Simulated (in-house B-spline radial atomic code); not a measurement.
The numbers below are computed, except where a source is named.
How size changes two electrons in a hard-walled Si dot

For Si the NSM archive of the Ioffe Institute lists m_l = 0.98 m0, m_t = 0.19 m0 and ε = 11.7; the model takes one isotropic valley with the conductivity mass 3/(1/m_l + 2/m_t) = 0.26 m0, and so misses anisotropy and the other valleys. All triplets below are those of one valley; with several valleys two electrons can form a triplet in the 1s orbital itself, at an energy set by the valley splitting.

Effective-mass model with parabolic bands, a uniform dielectric constant, no image charges, no central-cell or spin-orbit terms. Two-electron levels come from full CI in B-splines with partial waves to l = 5 (up to 0.001 effective hartree above the limit).

Ha* = 51.68 meV, a* = 2.381 nm.

```json
{"R (nm)": "3.5", "s-p spacing (meV)": "123", "J_ss (meV)": "62.8", "charging energy, CI (meV)": "59.6", "gap to the lowest triplet, CI (meV)": "107", "leading natural occupation": "1.985"}
{"R (nm)": "5.41", "s-p spacing (meV)": "51.8", "J_ss (meV)": "40.7", "charging energy, CI (meV)": "37.6", "gap to the lowest triplet, CI (meV)": "42.2", "leading natural occupation": "1.967"}
{"R (nm)": "8.38", "s-p spacing (meV)": "21.5", "J_ss (meV)": "26.2", "charging energy, CI (meV)": "23.4", "gap to the lowest triplet, CI (meV)": "16", "leading natural occupation": "1.931"}
{"R (nm)": "13", "s-p spacing (meV)": "8.98", "J_ss (meV)": "16.9", "charging energy, CI (meV)": "14.4", "gap to the lowest triplet, CI (meV)": "5.91", "leading natural occupation": "1.866"}
{"R (nm)": "20.1", "s-p spacing (meV)": "3.74", "J_ss (meV)": "10.9", "charging energy, CI (meV)": "8.76", "gap to the lowest triplet, CI (meV)": "2.12", "leading natural occupation": "1.762"}
{"R (nm)": "31.2", "s-p spacing (meV)": "1.55", "J_ss (meV)": "7.05", "charging energy, CI (meV)": "5.26", "gap to the lowest triplet, CI (meV)": "0.746", "leading natural occupation": "1.615"}
{"R (nm)": "48.3", "s-p spacing (meV)": "0.647", "J_ss (meV)": "4.55", "charging energy, CI (meV)": "3.14", "gap to the lowest triplet, CI (meV)": "0.261", "leading natural occupation": "1.436"}
{"R (nm)": "74.8", "s-p spacing (meV)": "0.271", "J_ss (meV)": "2.94", "charging energy, CI (meV)": "1.88", "gap to the lowest triplet, CI (meV)": "0.0922", "leading natural occupation": "1.243"}
```

With what end-to-end powers of R do the columns change between the first and last rows?

Spacing -2.00, J_ss -1.00, charging energy -1.13, triplet gap -2.31. Kinetic energy scales as 1/R² and repulsion as 1/R, so repulsion wins in large dots and, with correlation, bends the charging energy and the triplet gap away from these laws.

Where does repulsion overtake the orbital spacing, and what happens to the ratio of triplet gap to spacing?

J_ss passes the spacing between R = 5.41 and 8.38 nm. The ratio goes from 0.87 to 0.34, while the leading occupation goes from 1.985 to 1.243.
